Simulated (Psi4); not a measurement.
ethyl chloride (C2H5Cl), singlet, geometry from GFN2-xTB; HF/STO-3G in Psi4.

The Psi4 input:
```
memory 2 GB

molecule mol {
0 1
C    -0.005783    0.814080    0.003881
C     1.499375    0.645713    0.011974
Cl   -0.816446   -0.780030   -0.008581
H    -0.355827    1.333082    0.895817
H    -0.345282    1.341658   -0.887099
H     1.972005    1.625798    0.019483
H     1.818341    0.096360    0.894178
H     1.828785    0.104853   -0.871640
}

set {
  basis sto-3g
  reference rhf
  level_shift 0.3
}

energy('scf')
print_variables()
```

**Question.** What does Psi4 print? Leave out banner, timings and long lists.

**Answer.** 
```
   => Loading Basis Set <=

    Name: STO-3G
    Role: ORBITAL
    Keyword: BASIS

         ---------------------------------------------------------
                                   SCF
               by Justin Turney, Rob Parrish, Andy Simmonett
                          and Daniel G. A. Smith
                              RHF Reference
         ---------------------------------------------------------

  ==> Geometry <==

    Molecular point group: c1
    Full point group: C1

    Geometry (in Angstrom), charge = 0, multiplicity = 1:

       Center              X                  Y                   Z               Mass
    ------------   -----------------  -----------------  -----------------  -----------------
         C            0.082808616346     0.895667654959     0.004797630903    12.000000000000
         C            1.587966616346     0.727300654959     0.012890630903    12.000000000000
         CL          -0.727854383654    -0.698442345041    -0.007664369097    34.968852682000
         H           -0.267235383654     1.414669654959     0.896733630903     1.007825032230
         H           -0.256690383654     1.423245654959    -0.886182369097     1.007825032230
         H            2.060596616346     1.707385654959     0.020399630903     1.007825032230
         H            1.906932616346     0.177947654959     0.895094630903     1.007825032230
         H            1.917376616346     0.186440654959    -0.870723369097     1.007825032230

  Running in c1 symmetry.

  Rotational constants: A =      1.04796  B =      0.18521  C =      0.16731 [cm^-1]
  Rotational constants: A =  31417.16876  B =   5552.60178  C =   5015.86285 [MHz]
  Nuclear repulsion =  103.222986990232627

  Charge       = 0
  Multiplicity = 1
  Electrons    = 34
  Nalpha       = 17
  Nbeta        = 17

  ==> Algorithm <==

  SCF Algorithm Type is DF.
  DIIS enabled.
  MOM disabled.
  Fractional occupation disabled.
  Guess Type is SAD.
  Energy threshold   = 1.00e-06
  Density threshold  = 1.00e-06
  Integral threshold = 1.00e-12

  ==> Primary Basis <==

  Basis Set: STO-3G
    Blend: STO-3G
    Number of shells: 16
    Number of basis functions: 24
    Number of Cartesian functions: 24
    Spherical Harmonics?: true
    Max angular momentum: 1

   => Loading Basis Set <=

    Name: (STO-3G AUX)
    Role: JKFIT
    Keyword: DF_BASIS_SCF

  ==> Integral Setup <==

  SCF_SUBTYPE=INCORE selected. In-core MEM_DF algorithm will be used.
  Using in-core AOs.

[...]
   -------------------------

  ==> Iterations <==

                           Total Energy        Delta E     RMS |[F,P]|

   @DF-RHF iter SAD:  -530.15648173575096   -5.30156e+02   0.00000e+00
   @DF-RHF iter   1:  -532.26397874973043   -2.10750e+00   9.42929e-03 DIIS/ADIIS
   @DF-RHF iter   2:  -532.30300064980497   -3.90219e-02   2.70910e-03 DIIS/ADIIS
   @DF-RHF iter   3:  -532.30571069564076   -2.71005e-03   3.95861e-04 DIIS/ADIIS
   @DF-RHF iter   4:  -532.30582655873593   -1.15863e-04   4.30890e-05 DIIS
   @DF-RHF iter   5:  -532.30582755098681   -9.92251e-07   9.39957e-06 DIIS
   @DF-RHF iter   6:  -532.30582760341088   -5.24241e-08   1.57161e-06 DIIS
   @DF-RHF iter   7:  -532.30582760525567   -1.84480e-09   2.30757e-07 DIIS
  Energy and wave function converged.

  ==> Post-Iterations <==

    Orbital Energies [Eh]
    ---------------------

    Doubly Occupied:

[...]
    Virtual:

[...]
      24A      0.756357

    Final Occupation by Irrep:
              A
    DOCC [    17 ]
    NA   [    17 ]
    NB   [    17 ]

  @DF-RHF Final Energy:  -532.30582760525567

   => Energetics <=

    Nuclear Repulsion Energy =            103.2229869902326271
    One-Electron Energy =                -939.2387495392465553
    Two-Electron Energy =                 303.7099349437583555
    Total Energy =                       -532.3058276052556721

Computation Completed

Properties will be evaluated at   0.000000,   0.000000,   0.000000 [a0]

Properties computed using the SCF density matrix

 Multipole Moments:

 ------------------------------------------------------------------------------------
     Multipole            Electronic (a.u.)      Nuclear  (a.u.)        Total (a.u.)
 ------------------------------------------------------------------------------------

 L = 1.  Multiply by 2.5417464519 to convert [e a0] to [Debye]
 Dipole X            :         -5.1876177            5.6920572            0.5044395
 Dipole Y            :         -4.4171381            5.2420611            0.8249230
 Dipole Z            :         -0.0519278            0.0588790            0.0069512
 Magnitude           :                                                    0.9669568

 ------------------------------------------------------------------------------------

  Variable Map:
  ----------------------------------------------------------------------------
[...]
  Array Variable Map:
  ----------------------------------------------------------------------------
[...]
[...]
```
